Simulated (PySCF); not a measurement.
**Radial density of Te³⁺ (tellurium, charge +3)**

wB97M-V, [Kr] 4d10 5s2 5p1, 2P determinant. Computed with PySCF 2.14 in x2c-TZVPPall with one added diffuse shell each of s, p, d, f type (9s7p5d3f, 76 functions), with the spin-free X2C one-electron Hamiltonian (Gaussian nucleus).

```csv
r (bohr),4πr²ρ (e/bohr),4πr²(ρα − ρβ)
0.0254,64.34,0.0076
0.0427,59.08,0.0208
0.0718,82.87,0.0229
0.121,72.89,-0.0061
0.203,66.65,0.0406
0.342,52.84,0.0054
0.575,23.43,0.1114
0.967,19.73,-0.0136
1.63,4.278,0.4967
2.74,0.8711,0.3621
4.60,0.02135,0.0152
7.74,1.267e-05,0.0000
```

Densities and radii are taken from the X2C orbitals without a picture-change correction, which distorts them close to the nucleus.

Q: Where is the radial spin density 4πr²(ρα − ρβ) most negative, and why is it negative at all?

A: Around r = 0.967 bohr, down to -0.0136 e/bohr: exchange with the open shell polarises the paired shells in an unrestricted calculation.
